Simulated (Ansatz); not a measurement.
Relaxation of F2GeH3 (6 atoms, charge 0, multiplicity 2), to a largest force component of 0.03 eV/Å in at most 50 steps.

The calculation used UKS PBE0/def2-SVP (Ansatz).

```xyz
6
Properties=species:S:1:pos:R:3
Ge 0.001 0.000 -0.327
F -0.003 0.000 2.555
H 1.477 0.000 -0.779
H -0.737 1.278 -0.777
H -0.737 -1.278 -0.777
F 0.001 0.000 3.858
```

Where does it end, and by what steps?

It converged. The force dipped under the threshold on the way, but the program's further checks kept it going. After 23 steps the energy has fallen by 4.093 eV; F2 moved furthest, 1.36 Å. Parted: F2–F6 (1.30 → 2.10 Å). Joined: Ge1–F2 (2.88 → 1.77 Å).

| step | energy less start (eV) | largest force component (eV/Å) | accepted |
| --- | --- | --- | --- |
| 0 | 0.0000 | 4.900 | yes |
| 1 | -0.1903 | 1.839 | yes |
| 2 | -0.3283 | 2.038 | yes |
| 3 | -0.7716 | 3.993 | yes |
| 4 | -1.6367 | 6.713 | yes |
| 5 | -3.1403 | 5.190 | yes |
| 6 | -3.8037 | 2.523 | yes |
| 7 | -3.9634 | 0.470 | yes |
| 8 | -3.9679 | 0.105 | yes |
| 9 | -3.9683 | 0.003 | yes |
| 10 | -3.9683 | 0.003 | yes |
| 11 | -3.9684 | 0.039 | yes |
| 12 | -3.9682 | 0.467 | no |
| 13 | -3.9692 | 0.187 | yes |
| 14 | -3.9716 | 0.310 | yes |
| 15 | -3.9777 | 0.473 | yes |
| 16 | -3.9902 | 0.583 | yes |
| 17 | -4.0135 | 0.452 | yes |
| 18 | -4.0365 | 0.317 | yes |
| 19 | -4.0638 | 0.135 | yes |
| 20 | -4.0847 | 0.069 | yes |
| 21 | -4.0927 | 0.079 | yes |
| 22 | -4.0917 | 0.244 | no |
| 23 | -4.0933 | 0.010 | yes |

```xyz
6
Properties=species:S:1:pos:R:3
Ge 0.087 0.000 0.115
F 0.996 0.003 1.634
H 1.184 0.000 -0.960
H -0.745 1.284 0.097
H -0.743 -1.285 0.100
F -0.777 -0.001 2.764
```

Whether the end is a true minimum wasn't checked by a vibrational analysis.

Time of the run: 72 s on 2 threads of Arm Neoverse V2, on a shared host, peak memory 0.21 GiB.
